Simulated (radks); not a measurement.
Q: The mean radii <r> (bohr) of the occupied orbitals of an atom or ion are listed with their occupations. All-electron calculation, scalar-relativistic Kohn-Sham, exchange-only LDA, spin-polarised, spherical densities, point nucleus. Program: a radial shooting solver on a logarithmic mesh with Libxc functionals.

| orbital | occ. | <r> |
|---|---|---|
| 1s up | 1 | 0.03347 |
| 1s down | 1 | 0.03347 |
| 2s up | 1 | 0.1458 |
| 2s down | 1 | 0.1458 |
| 2p up | 3 | 0.1270 |
| 2p down | 3 | 0.1270 |
| 3s up | 1 | 0.4032 |
| 3s down | 1 | 0.4031 |
| 3p up | 3 | 0.4032 |
| 3p down | 3 | 0.4031 |
| 3d up | 5 | 0.3837 |
| 3d down | 5 | 0.3835 |
| 4s up | 1 | 0.9870 |
| 4s down | 1 | 0.9845 |
| 4p up | 3 | 1.066 |
| 4p down | 3 | 1.063 |
| 4d up | 2 | 1.267 |

Name the element and its charge. Open shells, if any, are filled with parallel spins first.

A: Z = 44, ruthenium, charge +6: Ru6+ in [Kr] 4d2. The 1s radius gives Z: for a bare nucleus <r> = (2 gamma + 1)/(2Z) with gamma = sqrt(1 - (Z/c)^2), 0.03289 bohr for Z = 44, and screening makes it slightly larger (0.03347 here). The occupations add up to 38, and the charge is Z minus that.
